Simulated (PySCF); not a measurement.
CH3Cl2NSi2, SMILES Cl[Si]1(Cl)C=N[SiH2]1. Atoms are numbered in the order given.

```xyz
9

Cl     1.4752    -0.1011    -1.6808
Si     0.2612     0.0197     0.0000
Cl     1.4752    -0.1011     1.6808
C     -0.9885     1.4763     0.0000
N     -2.1634     0.9455     0.0000
Si    -1.9211    -0.8504     0.0000
H     -0.8654     2.5776     0.0000
H     -2.4890    -1.4934     1.2194
H     -2.4890    -1.4934    -1.2194
```

Geometry: r2SCAN-D4/def2-SVP. This is a generated structure with no PubChem entry under its InChIKey; it may be hypothetical.

Two levels are set side by side: PBE/pcSseg-1 (PySCF) and HF/pcSseg-1 (PySCF). GIAO shifts against HCl (³⁵Cl), NH3 (¹⁵N), TMS (²⁹Si), TMS (¹H), TMS (¹³C) at the same level; non-relativistic, no solvent, atoms listed together averaged. Without spin–orbit terms, shifts of atoms bonded to Cl or Br come out too high at both levels. Differences are taken from unrounded values.

| quantity | HF |
|---|---|
| δ(³⁵Cl) of Cl1, Cl3 (ppm) | 41.0 |
| δ(²⁹Si) of Si2 (ppm) | 32.1 |
| δ(¹³C) of C4 (ppm) | 222.2 |
| δ(¹⁵N) of N5 (ppm) | 569.4 |
| δ(²⁹Si) of Si6 (ppm) | 16.6 |
| δ(¹H) of H7 (ppm) | 10.42 |
| δ(¹H) of H8, H9 (ppm) | 5.52 |

Task: What does PBE give, and how far is it from HF? (The exact figures need the calculation; the answer reports its results.)

Result: 
```
quantity                     PBE  PBE minus HF
-------------------------  -----  ------------
δ(³⁵Cl) of Cl1, Cl3 (ppm)  148.8         107.8
δ(²⁹Si) of Si2 (ppm)        29.8          -2.2
δ(¹³C) of C4 (ppm)         221.8          -0.3
δ(¹⁵N) of N5 (ppm)         513.5         -55.9
δ(²⁹Si) of Si6 (ppm)        32.3          15.7
δ(¹H) of H7 (ppm)          10.15         -0.28
δ(¹H) of H8, H9 (ppm)       6.18          0.66
```

Rough cost on one machine, each run with all the roots and properties that it gave: HF against PBE within a factor of 2.
